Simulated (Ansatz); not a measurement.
CuAsH₄S⁻, that is Cu(AsH3)(SH) with one electron more. Charge -1, multiplicity 2. Geometry B3LYP-D4/def2-SVP, that of the neutral singlet; atoms count from 1.

Cartesian coordinates in Å:
```
Cu 0.4296 0.6190 0.7002
As -0.2387 -0.9872 -0.8239
H -1.5977 -1.6481 -0.6942
H 0.5706 -2.2621 -0.9556
H -0.3323 -0.6776 -2.3059
S 1.1038 2.0595 2.1638
H 0.0646 2.8965 1.9157
```

The highest occupied level of the charge -1 doublet lies above zero (up to 1.52 eV). By energy differences it is unbound by 0.23 eV (vertical, against the charge 0 singlet, at PBE0-D4/def2-TZVPD) and held by the finite basis.

Estimate the Mulliken populations from the PBE0/def2-TZVPD orbitals of Ansatz.


```tsv
atom	charge (e)	spin (α − β)	d electrons
Cu1	-0.98	0.70	9.73
As2	-0.80	0.57	–
H3	0.36	-0.12	–
H4	0.32	0.02	–
H5	0.36	-0.12	–
S6	-0.48	0.00	–
H7	0.22	-0.06	–
```
Mulliken values depend strongly on the basis. With diffuse functions, as here, like atoms can get unlike values, and bond orders can come out too low or too high.

Where does the spin sit?

Summed by element: Cu 0.70, As 0.57, H -0.27, S 0.00, of 1 unpaired in all. Largest on single atoms: Cu1 0.70, As2 0.57, H5 -0.12.

And the Mayer bond orders between heavy atoms (over 0.3)?

Cu1–As2 1.41 (2.31 Å); Cu1–S6 0.69 (2.16 Å).
